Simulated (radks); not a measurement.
The numbers below are computed, except where a source is named.
Task: Species: the lead ion Pb31+. Configuration: [Kr] 4d10 4f5. Code: a radial shooting solver on a logarithmic mesh with Libxc functionals. Model: scalar-relativistic Kohn-Sham, PBE, spin-unpolarised, spherical densities, point nucleus. Some entries of the table are withheld. Estimate them.

| orbital | occ. | eigenvalue (eV) | <r^2> (bohr^2) | <1/r> (bohr^-1) |
|---|---|---|---|---|
| 1s | 2 | -89237.26 | 0.0003570 | 101.5 |
| 2s | 2 | -16863.09 | 0.005418 | 23.81 |
| 2p | 6 | -14617.70 | 0.004618 | 20.91 |
| 3s | 2 | -4876.902 | (1) | 8.851 |
| 3p | 6 | -4232.349 | 0.03582 | 8.009 |
| 3d | 10 | -3579.293 | (2) | (3) |
| 4s | 2 | -1869.100 | 0.1533 | 3.986 |
| 4p | 6 | -1646.378 | 0.1703 | 3.633 |
| 4d | 10 | -1395.104 | 0.1785 | 3.348 |
| 4f | 5 | -1130.005 | 0.1642 | 3.081 |
| 5s | 0 | -957.0989 | 0.5191 | 2.093 |
| 5p | 0 | -867.9640 | 0.5831 | 1.937 |

Result: 
(1) 3s <r^2> (bohr^2): 0.03463
(2) 3d <r^2> (bohr^2): 0.02961
(3) 3d <1/r> (bohr^-1): 7.512
